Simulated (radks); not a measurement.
Species: the aluminium ion Al5+. Configuration: [He] 2s2 2p4.

Calculated with a radial shooting solver on a logarithmic mesh with Libxc functionals: Dirac Kohn-Sham, BLYP, spin-unpolarised, spherical densities, finite nucleus; open shells fill j = l - 1/2 first; Fermi nuclear charge, rms radius 3.061 fm.

Energy parts (hartree):
| part | energy |
|---|---|
| total | -230.64753 |
| kinetic | 231.31920 |
| electron-nucleus | -519.39452 |
| Hartree | 72.93189 |
| exchange-correlation | -15.50411 |

Orbitals (lengths in bohr, moments of r in powers of bohr; <r^-3> diverges for s and p1/2; r(90%) holds 90 % of the orbital's charge):
orbital  occ.  eigenvalue (hartree)  <r^-3>  r(90%)    <r^2>   <1/r>
1s1/2       2             -60.28360       -   0.214  0.01940   12.64
2s1/2       2              -7.80343       -   0.913   0.4061   2.505
2p1/2       2              -6.49131       -   0.890   0.3584   2.419
2p3/2       2              -6.47136   43.03   0.892   0.3605   2.409
3s1/2       0              -2.47379       -    2.38    3.052  0.8585
3p1/2       0              -2.14430       -    2.51    3.317  0.8078

The highest occupied level is 2p3/2 at -176.09 eV. For comparison, the ionisation energy in NIST's Atomic Spectra Database is 190.49 eV (semi-empirical). In exact Kohn-Sham theory the highest level is minus the ionisation energy, but local and semilocal functionals leave it too shallow, through self-interaction and a potential that decays too fast; potentials with the right tail come closer. The electron density at the nucleus is 1514 e/bohr^3. The density falls to 0.001 e/bohr^3 at r = 1.73 bohr.

Beside tabulated values, note that spin-unpolarised runs miss the spin-polarisation part of the exchange energy of open shells.
